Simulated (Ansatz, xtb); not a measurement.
Molecule: CeF3, net charge 1, singlet state. SMILES: [F][Ce+]([F])[F]
Structure (B3LYP-D3(BJ)/def2-TZVP (Ansatz, an electronic-structure program) minimum search):
```
Ce
F 1 1.9625
F 1 1.9625 2 110.22
F 1 1.9625 2 110.22 3 -121.87
```
Charge +1, spin multiplicity 1.

Harmonic wavenumbers from GFN2-xTB (xtb, at its own minimum), cm⁻¹: 81, 81, 89, 290, 290, 294.

Question: Give the harmonic wavenumbers at B3LYP-D3(BJ)/def2-TZVP (Ansatz, finite differences of forces, unscaled).

Answer: 83, 103, 103, 633, 633, 657 cm⁻¹. Zero-point energy 3.2 kcal/mol.

Question: From these and the geometry, give the ideal-gas thermochemistry at 298.15 K and 1 atm (rigid rotor, harmonic oscillator).

Answer: Point group C3v, rotational symmetry number 3. Rotational constants 4.413, 4.413, 2.567 GHz. S(trans) 41.74, S(rot) 24.08, S(vib) 11.78, S(elec, spin only) 0.00, S 77.6 cal/(mol K). H(298) - H(0) 4.03 kcal/mol; G - E(el) -15.9 kcal/mol.
